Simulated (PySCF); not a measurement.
Potential energy curve for Na2 (cation, charge +1), doublet.

Levels: UHF/cc-pVTZ (PySCF); UMP2 = MP2 on UHF/cc-pVTZ, 2 core orbitals frozen (PySCF 2.14.0); ROKS-BHandHLYP = restricted open-shell BHandHLYP/cc-pVTZ in PySCF 2.14.0; UCCSD(T) = CCSD(T) on UHF/cc-pVTZ, 2 core orbitals frozen (PySCF).

Energies relative to the lowest point of each curve near equilibrium, in eV:

```json
[
 {"R / Å": "2.95", "UHF": "0.249", "UMP2": "0.188", "ROKS-BHandHLYP": "0.163"},
 {"R / Å": "3.13", "UHF": "0.131", "UMP2": "0.085", "ROKS-BHandHLYP": "0.075"},
 {"R / Å": "3.65", "UHF": "0.000", "UMP2": "0.000", "ROKS-BHandHLYP": "0.000"},
 {"R / Å": "4.22", "UHF": "0.057", "UMP2": "0.082", "ROKS-BHandHLYP": "0.075"},
 {"R / Å": "4.49", "UHF": "0.117", "UMP2": "0.148", "ROKS-BHandHLYP": "0.133"},
 {"R / Å": "4.88", "UHF": "0.219", "UMP2": "0.255", "ROKS-BHandHLYP": "0.222"},
 {"R / Å": "5.44", "UHF": "0.373", "UMP2": "0.411", "ROKS-BHandHLYP": "0.340"},
 {"R / Å": "6.07", "UHF": "0.532", "UMP2": "0.571", "ROKS-BHandHLYP": "0.443"},
 {"R / Å": "6.51", "UHF": "0.628", "UMP2": "0.666", "ROKS-BHandHLYP": "0.494"},
 {"R / Å": "7.24", "UHF": "0.752", "UMP2": "0.790", "ROKS-BHandHLYP": "0.547"},
 {"R / Å": "9.88", "UHF": "0.932", "UMP2": "0.967", "ROKS-BHandHLYP": "0.571"},
 {"R / Å": "11.08", "UHF": "0.951", "UMP2": "0.985", "ROKS-BHandHLYP": "0.558"}
]
```

Q: Estimate the UCCSD(T) values at these points.

A: 2.95: 0.180; 3.13: 0.079; 3.65: 0.000; 4.22: 0.085; 4.49: 0.152; 4.88: 0.260; 5.44: 0.417; 6.07: 0.576; 6.51: 0.672; 7.24: 0.796; 9.88: 0.972; 11.08: 0.990 (eV).

At the longest distance ROKS-BHandHLYP leaves fractional charges on the fragments, a sign of delocalisation error or of the restricted form.
